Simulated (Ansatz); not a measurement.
Cartesian coordinates (Å):
SMILES: O[Si](Cl)(Cl)Cl
```xyz
6

O     -1.1171    -0.1929    -0.7377
Si     0.2951     0.0083     0.0138
Cl     1.7415    -0.3470    -1.3446
Cl     0.4842    -1.2754     1.5751
Cl     0.4777     1.8958     0.7385
H     -1.9359    -0.0677    -0.2511
```
Charge 0, multiplicity 1.

The numbers are results of Ansatz (a quantum-chemistry and plane-wave program) with frozen-core CCSD(T)/cc-pVTZ // M06-2X/def2-TZVP, not measurements.

| Quantity | Value |
|---|---|
| HF energy | -1743.20427 Ha |
| MP2 correlation energy | -0.91261 Ha |

**Question.** Estimate the CCSD correlation energy, the (T) correction, the total energy and the T1 diagnostic.

**Answer.** 
CCSD correlation energy: -0.95841 Ha
(T) correction: -0.03940 Ha
CCSD(T) total energy: -1744.20208 Ha
T1 diagnostic: 0.009
